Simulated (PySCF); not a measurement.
A species of formula C4H12N2Si2 has this rotational fingerprint, computed with PBE0/pcSseg-1 in PySCF (dipole) on a GFN2-xTB geometry, gas phase:

* Rotational constants: A = 1320, B = 1148, C = 935.8 MHz
* Dipole components: |μa| = 1.40 D, |μb| = 3.31 D, |μc| = 1.96 D
* Inertial defect: -283.07 u·Å²
* κ: 0.10

**Question.** Which structure is it? (One computed conformer of each.)
A. `[CH3:1][N:2]([CH3:3])[Si@@:4]([CH3:5])([SiH3:6])[C:7]#[N:8]` with C1–N2–Si4–C5 -169°
B. `[CH3:1][C:2]([CH3:3])([SiH2:4][NH2:5])[SiH2:6][C:7]#[N:8]` with C1–C2–Si4–N5 -170°, C2–Si4–N5–H 175° and -46°, C1–C2–Si6–C7 180°
C. `CC1=NN([SiH3])C[C@@H]1[SiH3]`

**Answer.** A. It is CN(C)[Si@@](C)([SiH3])C#N, an asymmetric top, point group C1. The candidates at the same level (rigid rotor, commonest isotopes):

```json
{"SMILES": "CC(C)([SiH2]N)[SiH2]C#N", "A (MHz)": "1625", "B (MHz)": "1226", "C (MHz)": "881.8", "μa (D)": "2.60", "μb (D)": "1.40", "μc (D)": "0.74", "Δ (u·Å²)": "-149.97", "point group": "C1", "rotor": "asymmetric top"}
{"SMILES": "CN(C)[Si@@](C)([SiH3])C#N", "A (MHz)": "1320", "B (MHz)": "1148", "C (MHz)": "935.8", "μa (D)": "1.40", "μb (D)": "3.31", "μc (D)": "1.96", "Δ (u·Å²)": "-283.07", "point group": "C1", "rotor": "asymmetric top"}
{"SMILES": "CC1=NN([SiH3])C[C@@H]1[SiH3]", "A (MHz)": "2436", "B (MHz)": "887.2", "C (MHz)": "707.4", "μa (D)": "1.27", "μb (D)": "0.95", "μc (D)": "1.05", "Δ (u·Å²)": "-62.69", "point group": "C1", "rotor": "asymmetric top"}
```

`CC(C)([SiH2]N)[SiH2]C#N` has A 23 % too high; `CC1=NN([SiH3])C[C@@H]1[SiH3]` has A 84 % too high. No structure here is proved a minimum.
